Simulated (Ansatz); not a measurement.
Job for Ansatz (a program for electronic structure): U-r2SCAN/def2-TZVPP on TaIn, 2S+1 = 5, a spin state set in the input, which need not be the lowest, a point of a bond scan (R = 2.831 Å). Elements past Kr take the def2 small-core potentials; no spin–orbit coupling.

Ansatz 0.2 input:
```yaml
crystal:
  periodic: [false, false, false]
  atoms:
    - {symbol: Ta, position_ang: [0.00000000, 0.00000000, 0.00000000]}
    - {symbol: In, position_ang: [0.00000000, 0.00000000, 2.83069000]}
basis:
  gaussian:
    orbitals: def2-TZVPP
    pivot_positions_ang: [[0.00000000, 0.00000000, 0.00000000], [0.00000000, 0.00000000, 2.83069000]]
hamiltonian:
  xc: {name: r2SCAN}
magnetization: {spin_polarized: true, initial_magnetization: 4}
output: {forces: true, orbitals: {seedname: ./end}}
```

The head of its log:

```
WARN ansatz: RAYON_NUM_THREADS=1 ignored (pool sized by the plan → 1); use --threads N
Functional definition: r2SCAN
integrals: 0.04 GiB planned
725 factors; their error is unknown
mean field: 0.39 GiB planned
mean field evaluation 1: about -6722.8510 eV, gradient 1.5e1 eV
mean field evaluation 2: about -6713.5569 eV, gradient 3.5e1 eV
```

Q: What total energy does the run end on?

A: -247.1094 hartree.
